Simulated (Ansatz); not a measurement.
FGaH$_{4}$O$_{2}$Si (`[OH][Ga]([F])[O][SiH3]`) at its PBE0-D4/def2-TZVP geometry, where that method's forces vanish. The species carries charge 0 and has multiplicity 1.

```json
{"atom": "O1", "x (Å)": "1.8702", "y (Å)": "-2.2047", "z (Å)": "0.3291"}
{"atom": "Ga2", "x (Å)": "0.5304", "y (Å)": "-1.0821", "z (Å)": "0.5342"}
{"atom": "F3", "x (Å)": "-0.5934", "y (Å)": "-1.3147", "z (Å)": "1.8525"}
{"atom": "O4", "x (Å)": "0.2891", "y (Å)": "0.2694", "z (Å)": "-0.5508"}
{"atom": "Si5", "x (Å)": "-0.7580", "y (Å)": "1.5174", "z (Å)": "-0.7395"}
{"atom": "H6", "x (Å)": "1.8795", "y (Å)": "-2.8965", "z (Å)": "0.9956"}
{"atom": "H7", "x (Å)": "-2.1457", "y (Å)": "1.0178", "z (Å)": "-0.9309"}
{"atom": "H8", "x (Å)": "-0.3400", "y (Å)": "2.2829", "z (Å)": "-1.9398"}
{"atom": "H9", "x (Å)": "-0.7321", "y (Å)": "2.4105", "z (Å)": "0.4495"}
```

Q: For each bond, give half the difference of the two atoms' forces along it (eV/Å; positive pushes the atoms apart) under PBE-D4, r2SCAN-D4, B3LYP-D4, ωB97M-V in def2-TZVPP. (Estimate.)

A: Computed: 
```json
{"bond": "O1–Ga2", "length (Å)": "1.760", "PBE-D4": "0.18", "r2SCAN-D4": "0.03", "B3LYP-D4": "0.12", "ωB97M-V": "0.03"}
{"bond": "O1–H6", "length (Å)": "0.961", "PBE-D4": "0.39", "r2SCAN-D4": "0.06", "B3LYP-D4": "-0.02", "ωB97M-V": "-0.07"}
{"bond": "Ga2–F3", "length (Å)": "1.748", "PBE-D4": "0.32", "r2SCAN-D4": "-0.01", "B3LYP-D4": "0.17", "ωB97M-V": "0.05"}
{"bond": "Ga2–O4", "length (Å)": "1.750", "PBE-D4": "0.06", "r2SCAN-D4": "0.01", "B3LYP-D4": "0.04", "ωB97M-V": "0.02"}
{"bond": "O4–Si5", "length (Å)": "1.640", "PBE-D4": "0.27", "r2SCAN-D4": "0.07", "B3LYP-D4": "0.10", "ωB97M-V": "0.13"}
{"bond": "Si5–H7", "length (Å)": "1.487", "PBE-D4": "0.00", "r2SCAN-D4": "-0.03", "B3LYP-D4": "-0.09", "ωB97M-V": "-0.12"}
{"bond": "Si5–H8", "length (Å)": "1.484", "PBE-D4": "0.06", "r2SCAN-D4": "-0.02", "B3LYP-D4": "-0.10", "ωB97M-V": "-0.15"}
{"bond": "Si5–H9", "length (Å)": "1.487", "PBE-D4": "0.00", "r2SCAN-D4": "-0.03", "B3LYP-D4": "-0.09", "ωB97M-V": "-0.13"}
```

B3LYP here is the variant with VWN-RPA as its local correlation; programs differ in this.
